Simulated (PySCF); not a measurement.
Si(F)2(SiH3)2 (F2H6Si3), SMILES F[Si](F)([SiH3])[SiH3].

The structure is a stationary point at ωB97X-D3(BJ)/def2-SVP.

These are ωB97X-D3(BJ)/def2-SVP (PySCF 2.14.0) values and carry that method's errors.

Frequencies are harmonic and unscaled.

```json
[
 {"mode": "1", "ν (cm⁻¹)": "84", "IR (km/mol)": "0.0", "Raman (Å⁴/amu)": "0.0", "depolarisation": "–", "moving atoms (share of kinetic energy)": "H 98 %"},
 {"mode": "2", "ν (cm⁻¹)": "88", "IR (km/mol)": "0.4", "Raman (Å⁴/amu)": "0.7", "depolarisation": "0.39", "moving atoms (share of kinetic energy)": "Si 64 %, H 20 %, F 16 %"},
 {"mode": "3", "ν (cm⁻¹)": "94", "IR (km/mol)": "0.0", "Raman (Å⁴/amu)": "0.0", "depolarisation": "–", "moving atoms (share of kinetic energy)": "H 95 %"},
 {"mode": "4", "ν (cm⁻¹)": "134", "IR (km/mol)": "0.0", "Raman (Å⁴/amu)": "0.4", "depolarisation": "0.75", "moving atoms (share of kinetic energy)": "F 78 %, Si 12 %, H 10 %"},
 {"mode": "5", "ν (cm⁻¹)": "141", "IR (km/mol)": "5.4", "Raman (Å⁴/amu)": "0.1", "depolarisation": "0.75", "moving atoms (share of kinetic energy)": "F 45 %, Si 36 %, H 20 %"},
 {"mode": "6", "ν (cm⁻¹)": "213", "IR (km/mol)": "38.8", "Raman (Å⁴/amu)": "0.7", "depolarisation": "0.75", "moving atoms (share of kinetic energy)": "F 50 %, Si 37 %, H 13 %"},
 {"mode": "7", "ν (cm⁻¹)": "276", "IR (km/mol)": "17.4", "Raman (Å⁴/amu)": "6.5", "depolarisation": "0.20", "moving atoms (share of kinetic energy)": "F 64 %, Si 33 %"},
 {"mode": "8", "ν (cm⁻¹)": "397", "IR (km/mol)": "10.1", "Raman (Å⁴/amu)": "23.8", "depolarisation": "0.18", "moving atoms (share of kinetic energy)": "Si 63 %, F 24 %, H 13 %"},
 {"mode": "9", "ν (cm⁻¹)": "438", "IR (km/mol)": "6.4", "Raman (Å⁴/amu)": "8.0", "depolarisation": "0.75", "moving atoms (share of kinetic energy)": "H 65 %, Si 35 %"},
 {"mode": "10", "ν (cm⁻¹)": "500", "IR (km/mol)": "0.0", "Raman (Å⁴/amu)": "11.5", "depolarisation": "0.75", "moving atoms (share of kinetic energy)": "H 86 %, Si 12 %"},
 {"mode": "11", "ν (cm⁻¹)": "543", "IR (km/mol)": "36.3", "Raman (Å⁴/amu)": "5.2", "depolarisation": "0.75", "moving atoms (share of kinetic energy)": "H 78 %, Si 15 %"},
 {"mode": "12", "ν (cm⁻¹)": "548", "IR (km/mol)": "15.5", "Raman (Å⁴/amu)": "13.2", "depolarisation": "0.73", "moving atoms (share of kinetic energy)": "H 76 %, Si 18 %"},
 {"mode": "13", "ν (cm⁻¹)": "589", "IR (km/mol)": "120.3", "Raman (Å⁴/amu)": "1.3", "depolarisation": "0.75", "moving atoms (share of kinetic energy)": "Si 71 %, H 26 %"},
 {"mode": "14", "ν (cm⁻¹)": "846", "IR (km/mol)": "179.0", "Raman (Å⁴/amu)": "2.9", "depolarisation": "0.72", "moving atoms (share of kinetic energy)": "F 47 %, Si 31 %, H 22 %"},
 {"mode": "15", "ν (cm⁻¹)": "879", "IR (km/mol)": "340.4", "Raman (Å⁴/amu)": "7.0", "depolarisation": "0.75", "moving atoms (share of kinetic energy)": "H 86 %, Si 14 %"},
 {"mode": "16", "ν (cm⁻¹)": "917", "IR (km/mol)": "10.2", "Raman (Å⁴/amu)": "1.3", "depolarisation": "0.68", "moving atoms (share of kinetic energy)": "H 70 %, Si 18 %, F 12 %"},
 {"mode": "17", "ν (cm⁻¹)": "924", "IR (km/mol)": "11.0", "Raman (Å⁴/amu)": "0.0", "depolarisation": "–", "moving atoms (share of kinetic energy)": "F 37 %, Si 33 %, H 30 %"},
 {"mode": "18", "ν (cm⁻¹)": "940", "IR (km/mol)": "0.0", "Raman (Å⁴/amu)": "51.5", "depolarisation": "0.75", "moving atoms (share of kinetic energy)": "H 97 %"},
 {"mode": "19", "ν (cm⁻¹)": "947", "IR (km/mol)": "22.3", "Raman (Å⁴/amu)": "0.0", "depolarisation": "–", "moving atoms (share of kinetic energy)": "H 97 %"},
 {"mode": "20", "ν (cm⁻¹)": "951", "IR (km/mol)": "76.4", "Raman (Å⁴/amu)": "45.2", "depolarisation": "0.74", "moving atoms (share of kinetic energy)": "H 96 %"},
 {"mode": "21", "ν (cm⁻¹)": "953", "IR (km/mol)": "152.3", "Raman (Å⁴/amu)": "4.5", "depolarisation": "0.75", "moving atoms (share of kinetic energy)": "H 68 %, Si 17 %, F 15 %"},
 {"mode": "22", "ν (cm⁻¹)": "2247", "IR (km/mol)": "51.4", "Raman (Å⁴/amu)": "0.1", "depolarisation": "0.75", "moving atoms (share of kinetic energy)": "H 99 %"},
 {"mode": "23", "ν (cm⁻¹)": "2251", "IR (km/mol)": "53.8", "Raman (Å⁴/amu)": "402.3", "depolarisation": "0.02", "moving atoms (share of kinetic energy)": "H 99 %"},
 {"mode": "24", "ν (cm⁻¹)": "2255", "IR (km/mol)": "0.0", "Raman (Å⁴/amu)": "17.7", "depolarisation": "0.75", "moving atoms (share of kinetic energy)": "H 96 %"},
 {"mode": "25", "ν (cm⁻¹)": "2258", "IR (km/mol)": "172.4", "Raman (Å⁴/amu)": "152.6", "depolarisation": "0.75", "moving atoms (share of kinetic energy)": "H 96 %"},
 {"mode": "26", "ν (cm⁻¹)": "2266", "IR (km/mol)": "85.5", "Raman (Å⁴/amu)": "105.5", "depolarisation": "0.75", "moving atoms (share of kinetic energy)": "H 96 %"},
 {"mode": "27", "ν (cm⁻¹)": "2267", "IR (km/mol)": "85.6", "Raman (Å⁴/amu)": "231.2", "depolarisation": "0.41", "moving atoms (share of kinetic energy)": "H 96 %"}
]
```
